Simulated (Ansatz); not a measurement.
# Four-centre ligand exchange

Start structure (CH6AlBr, closed shell), relaxed at PBE0-D4/def2-TZVP:

| atom | x (Å) | y (Å) | z (Å) |
| --- | --- | --- | --- |
| Al1 | -1.0124 | 0.4654 | -0.0655 |
| C2 | 0.9330 | 0.6763 | -0.2375 |
| H3 | -1.8987 | 0.2130 | -1.3648 |
| H4 | -1.7421 | 0.9241 | 1.2740 |
| H5 | 0.5754 | -2.2475 | 0.5724 |
| Br6 | -0.8466 | -2.2547 | 0.6568 |
| H7 | 1.4602 | 0.4891 | 0.7030 |
| H8 | 1.1723 | 1.7056 | -0.5283 |
| H9 | 1.3588 | 0.0286 | -1.0101 |

The step: CH₅Al ([CH3][AlH2]) + HBr → AlH₂Br ([AlH2][Br]) + CH₄; bonds formed: C2–H5; dative contacts that become bonds: Al1–Br6; bonds broken: Al1–C2, H5–Br6. Ansatz 0.2.0; basis: def2-TZVPP and def2-QZVPP; cores frozen in the correlated methods. Filled d shells of the heavier atoms are correlated. The def2 sets are not built for correlating such inner shells, so the correlated values are less sure here. Extrapolation: Hartree–Fock as exp(−7.88 √X), correlation as X^−2.97. Energies below are by CCSD(T) at an estimated basis limit (MP2 extrapolated from triple and quadruple zeta, plus CCSD(T) − MP2 in triple zeta).

Q: What are the electronic barrier and the energy of the step, from the start structure to the end structure? (An estimate is asked for; the value comes from the calculation.)

A: By the calculation: Barrier 6.97 kcal/mol; step energy -38.45 kcal/mol (downhill); reverse barrier, their difference, 45.43 kcal/mol. Barrier and step energy count from the start structure, the reverse barrier from the end structure.

The saddle point: One imaginary mode of 384i cm⁻¹.
```json
{"pair": "Al1–Br6", "start (Å)": "2.82", "saddle (Å)": "2.69", "end (Å)": "2.27"}
{"pair": "C2–H5", "start (Å)": "3.05", "saddle (Å)": "1.77", "end (Å)": "1.10"}
{"pair": "Al1–C2", "start (Å)": "1.96", "saddle (Å)": "2.02", "end (Å)": "2.84"}
{"pair": "H5–Br6", "start (Å)": "1.42", "saddle (Å)": "1.53", "end (Å)": "2.96"}
```

Zero-point energy (harmonic, PBE0-D4): ZPE is 35.24 kcal/mol at the start and 34.80 kcal/mol at the saddle, so the barrier goes from 6.97 to 6.53 kcal/mol.

T1 diagnostic: at most 0.009. The start structure is not quite a true minimum (one mode of 56i cm⁻¹). The end structure is not quite a true minimum (one mode of 64i cm⁻¹).

Labels in which every atom is bracketed show which atoms are joined, not bond orders.

For scale, one of the runs: CCSD(T)/def2-TZVPP, 205 basis functions, launched by `ansatz run in.yaml --threads 4 --pin off --events-out ev --progress --plain --max-ram 9574MiB`. Hardware: 4 CPU threads of an Arm Neoverse V1, shared host. Wall time 62 s; peak host memory 2.6 GiB.
